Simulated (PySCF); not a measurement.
formyl cation (CHO), SMILES C#[O+], charge +1. Atoms are numbered in the order given.

```xyz
3

C      0.0000     0.0000     0.5157
O      0.0000     0.0000    -0.5883
H      0.0000     0.0000     1.6126
```
Charge +1, spin multiplicity 1.

Coordinates come from a r2SCAN-D4/def2-TZVPD optimisation.

Two levels are set side by side: PBE/pcSseg-2 (PySCF) and PBE0/pcSseg-2 (PySCF). GIAO shifts against H2O (¹⁷O), TMS (¹H), TMS (¹³C) at the same level; non-relativistic, no solvent, atoms listed together averaged. Differences are taken from unrounded values.

```
quantity             PBE0
------------------  -----
δ(¹³C) of C1 (ppm)  144.9
δ(¹⁷O) of O2 (ppm)  378.0
δ(¹H) of H3 (ppm)    7.26
```

Problem. What does PBE give, and how far is it from PBE0? (The exact figures need the calculation; the answer reports its results.)

Solution. 
| quantity | PBE | PBE minus PBE0 |
|---|---|---|
| δ(¹³C) of C1 (ppm) | 140.1 | -4.9 |
| δ(¹⁷O) of O2 (ppm) | 378.2 | 0.2 |
| δ(¹H) of H3 (ppm) | 7.02 | -0.24 |

Rough cost on one machine, each run with all the roots and properties that it gave: PBE0 against PBE within a factor of 2.
